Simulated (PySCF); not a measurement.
A structure optimised at PBE0/def2-SVP (Å):
```
C 
C   1  1.3448
C   2  1.4755  1  127.02
C   3  1.3509  2  108.09  1  -179.91
C   4  1.4773  3  109.68  2     0.32
N   5  1.3727  4  123.86  3  -177.09
C   5  1.3601  4  106.85  3    -0.31
F   7  1.3396  2  123.60  1     0.04
H   1  1.0927  2  120.91  3  -179.85
H   1  1.0923  2  121.09  3     0.13
H   3  1.0891  2  124.47  1     0.36
H   4  1.0913  3  126.79  2  -179.23
H   6  1.0124  5  115.55  4  -167.48
H   6  1.0119  5  116.18  4   -31.29
```
Z-matrix in Å and degrees, rows numbered from 1.

Charge 0, singlet.

(1) Read off the bonds between heavy atoms and their formal orders.

(2) Write the SMILES.

(3) Which rings does it hold (smallest set)?

(4) Describe the place of each heavy atom.

(5) What is the arrangement about N6?

(6) What is the arrangement about C2?

Results:

(1) C1–C2 (double); C2–C3 (single); C3–C4 (double); C4–C5 (single); C5–N6 (single); C5–C7 (double); C7–F8 (single); C2–C7 (single). Hydrogens: H9, H10 on C1; H11 on C3; H12 on C4; H13, H14 on N6.

(2) `C=C1C=CC(N)=C1F`, C6H6FN. Among its features: C=C double bond and C–F bond.

(3) C2–C3–C4–C5–C7 (5 members, 0.00 Å rms from planarity).

(4) C1: terminal =CH2 carbon; C2: fully substituted alkene carbon; C3: alkene CH carbon; C4: alkene CH carbon; C5: vinylic carbon bearing nitrogen; N6: enamine nitrogen; C7: vinylic C–F carbon; F8: vinyl fluorine.

(5) It has 3 neighbours (C5, H13, H14) and is pyramidal (angles 116.2°, 115.6° and 113.2°, sum 344.9°, 0.25 Å off the plane of its three neighbours).

(6) It has 3 neighbours (C1, C3, C7) and is planar (angles 127.7°, 127.0° and 105.2°, sum 360.0°, 0.00 Å off the plane of its three neighbours).

These are computed values.
